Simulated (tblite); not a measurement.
Species: C₃H₅GeO₂ (doublet state).
Numbering: `[CH2:1]=[CH:2][GeH:3][C:4](=[O:5])[OH:6]` (hydrogens: H7, H8 on C1; H9 on C2; H10 on Ge3; H11 on O6)
Bond orders are those of one Lewis drawing.

Computed with GFN2-xTB (tblite), gas phase: L-BFGS steps from a force-field or distance-geometry start until the largest atomic force falls under 0.01 eV/Å.

Step 8: E = -515.4022 eV
```
atom  x, y, z in Å  |  force x, y, z in eV/Å
C1     -2.3207    0.6560    0.1296   -0.030  -0.026   0.084
C2     -1.1005    0.3659   -0.2959   -0.151   0.178   0.046
Ge3     0.0572   -1.0287    0.5218    0.016   0.051  -0.084
C4      1.9223   -0.5393   -0.1058    0.152   0.141  -0.059
O5      2.6640   -1.2837   -0.6832    0.006  -0.181  -0.042
O6      2.2494    0.7058    0.2316   -0.046  -0.042   0.084
H7     -2.9378    1.4421   -0.2885    0.084  -0.103  -0.067
H8     -2.7639    0.1044    0.9469   -0.010   0.066  -0.033
H9     -0.6668    0.9580   -1.0976    0.055  -0.067   0.075
H10    -0.2703   -2.3003   -0.3355    0.090   0.023   0.013
H11     3.1724    0.9224   -0.0095   -0.165  -0.039  -0.017
```

Step 9: E = -515.4063 eV
```
atom  x, y, z in Å  |  force x, y, z in eV/Å
C1     -2.3240    0.6569    0.1309   -0.023   0.010   0.056
C2     -1.1029    0.3719   -0.2915   -0.070   0.085   0.023
Ge3     0.0575   -1.0268    0.5155    0.045   0.088   0.019
C4      1.9251   -0.5431   -0.1051    0.088   0.071  -0.110
O5      2.6686   -1.2833   -0.6862    0.002  -0.182  -0.023
O6      2.2458    0.7010    0.2326   -0.043   0.026   0.113
H7     -2.9397    1.4405   -0.2912    0.054  -0.078  -0.068
H8     -2.7660    0.1063    0.9475   -0.030   0.044   0.000
H9     -0.6627    0.9544   -1.0955    0.027  -0.018   0.061
H10    -0.2627   -2.2945   -0.3323    0.057  -0.040  -0.047
H11     3.1664    0.9192   -0.0107   -0.107  -0.008  -0.022
```

Step 10: E = -515.4093 eV
```
atom  x, y, z in Å  |  force x, y, z in eV/Å
C1     -2.3269    0.6580    0.1327   -0.009   0.031   0.022
C2     -1.1056    0.3775   -0.2880    0.021  -0.010   0.022
Ge3     0.0587   -1.0236    0.5120    0.063   0.090   0.066
C4      1.9288   -0.5450   -0.1071   -0.008  -0.021  -0.112
O5      2.6720   -1.2861   -0.6886   -0.006  -0.109   0.006
O6      2.2424    0.6981    0.2355   -0.017   0.023   0.085
H7     -2.9405    1.4379   -0.2944    0.004  -0.029  -0.076
H8     -2.7682    0.1086    0.9480   -0.051   0.017   0.042
H9     -0.6592    0.9517   -1.0929    0.005   0.028   0.038
H10    -0.2561   -2.2913   -0.3312    0.035  -0.062  -0.074
H11     3.1600    0.9167   -0.0120   -0.036   0.042  -0.019
```

**Question.** Estimate the geometry and energy of step 11. (The exact step hangs on the optimiser's Hessian estimate; all steps are aligned on step 10, rigid shifts and turns removed.)

**Answer.** E = -515.4109 eV, largest force 0.116 eV/Å
```
atom  x, y, z in Å  |  force x, y, z in eV/Å
C1     -2.3284    0.6590    0.1342    0.003   0.029   0.004
C2     -1.1069    0.3805   -0.2856    0.058  -0.050   0.031
Ge3     0.0605   -1.0202    0.5114    0.058   0.051   0.063
C4      1.9308   -0.5460   -0.1104   -0.058  -0.062  -0.079
O5      2.6737   -1.2897   -0.6897   -0.013  -0.036   0.022
O6      2.2403    0.6966    0.2385    0.010  -0.021   0.032
H7     -2.9409    1.4359   -0.2976   -0.025  -0.002  -0.077
H8     -2.7703    0.1103    0.9490   -0.055   0.012   0.052
H9     -0.6573    0.9508   -1.0908   -0.009   0.049   0.026
H10    -0.2518   -2.2907   -0.3320    0.027  -0.044  -0.063
H11     3.1557    0.9161   -0.0130    0.004   0.074  -0.010
```

The energy changes by -0.0017 eV. The first-order estimate −F·Δx gives -0.0023 eV and the mean of the old and new forces, exact on a quadratic surface, -0.0017 eV. The step makes an angle of 49° with the force vector and moves no atom by more than 0.004 Å.

What follows is the cost of the whole relaxation. The run took 1.6 s wall, 1.4 s CPU on one thread, Intel Xeon at 2.50 GHz (x86_64), no GPU, shared host.
